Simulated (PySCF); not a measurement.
# NMR parameters from quadrupole coupling constants

Compound: C6H5O4P.
Structure used (GFN2-xTB), in Å, numbered top down from 1:
```
atom  x, y, z in Å
C1     3.0523   -0.0436    0.1127
O2     1.7498    0.5090   -0.0172
C3     0.7398   -0.3577    0.0774
O4     0.8760   -1.5421    0.2613
C5    -0.5635    0.3183   -0.0703
O6    -0.5694    1.6349   -0.2714
C7    -1.8081    2.1139   -0.3854
P8    -3.0906    0.9783   -0.2552
C9    -1.8241   -0.2502   -0.0258
C10   -2.1794   -1.6493    0.1757
O11   -3.3278   -2.0159    0.1879
H12    3.1625   -0.5273    1.0855
H13    3.7444    0.7887    0.0160
H14    3.2281   -0.7855   -0.6691
H15   -1.8647    3.1767   -0.5485
H16   -1.3330   -2.3392    0.3152
```

Computed at PBE0/pcSseg-1 (PySCF, non-relativistic):

| atom | environment | nucleus | spin I | Q (b) | CQ = χzz (MHz) | η |
| --- | --- | --- | --- | --- | --- | --- |
| O2 | ester single-bonded oxygen | 17O | 5/2 | -0.0256 | -10.362 | 0.351 |
| O4 | ester carbonyl oxygen | 17O | 5/2 | -0.0256 | 9.423 | 0.074 |
| O6 | furan-type oxygen | 17O | 5/2 | -0.0256 | -8.629 | 0.259 |
| O11 | aldehyde oxygen | 17O | 5/2 | -0.0256 | 12.469 | 0.538 |

Question: Give the quadrupolar product PQ = |CQ|√(1 + η²/3), the quadrupolar frequency νQ = 3|CQ|/[2I(2I − 1)] and the Larmor frequency ν0 = |g| × 7.62259 MHz/T × B at 9.4 T, with g(17O) = −0.75752.

Answer: 
```csv
atom,PQ (MHz),νQ (MHz),ν0 (MHz),νQ/ν0
O2,10.57,1.554,54.28,0.029
O4,9.431,1.413,54.28,0.026
O6,8.725,1.294,54.28,0.024
O11,13.06,1.870,54.28,0.034
```

For O2: PQ = 10.36 × 1.0204, νQ = 10.36 × 0.1500, ν0 = 5.7742 MHz/T × 9.4 T.

Question: Second-order quadrupolar shift of the central transition's centre of gravity (half-integer spins, νQ < ν0/10) at 9.4 and 14.1 T.

Answer: δ = −(3/40)(PQ/ν0)² [I(I + 1) − 3/4]/[I²(2I − 1)²], in ppm:

```
      site  9.4 T  14.1 T
 17O at O2   -228    -101
 17O at O4   -181   -80.5
 17O at O6   -155   -68.9
17O at O11   -347    -154
```

Question: In the extreme-narrowing limit, with isotropic tumbling and one correlation time, the quadrupolar linewidth goes as PQ². What relative widths follow for the 17O sites?

Answer: O11 1, O2 0.66, O4 0.52, O6 0.45, with O11 as 1.

Solvent, lattice and vibrations would change these gradients. Geometry: GFN2-xTB, one conformer, isolated molecule. GFN2-xTB bond lengths can be off by several hundredths of an ångström, more for odd bonds, and the gradients follow them. A larger basis could move these couplings by a tenth or more.
